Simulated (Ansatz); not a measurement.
Reaction (isomerisation): `FCC([SiH3])Cl` → `FCC[SiH2]Cl`

Program: Ansatz. Geometries: PBE0-D4/def2-TZVP. ΔE: electronic, gas phase. CCSD(T)/CBS adds triple-zeta CCSD(T) − MP2 to the extrapolated MP2 energy (def2 sets, frozen cores). DFT in def2-TZVPP. B3LYP here is the variant with VWN-RPA as its local correlation; programs differ in this. One conformer a species, not always the lowest.

```csv
species,B3LYP energy (Eh)
`FCC([SiH3])Cl`,-929.48441
`FCC[SiH2]Cl`,-929.54864
```

(1) Work out ΔE.

Largest T1 diagnostic among the species: 0.011.

Results:

(1) ΔE = (-929.54864) − (-929.48441) = -0.06423 Eh = -168.6 kJ/mol. CCSD(T)/CBS gives -169.5 kJ/mol.

In def2-TZVPP, CCSD(T) changes the Hartree–Fock value by +11.1 kJ/mol (the triples alone add +2.7 kJ/mol) and MP2 by +5.6 kJ/mol. From PBE to PBE0 (25 % exact exchange), in def2-TZVPP and without D4, ΔE moves by −6.3 kJ/mol.
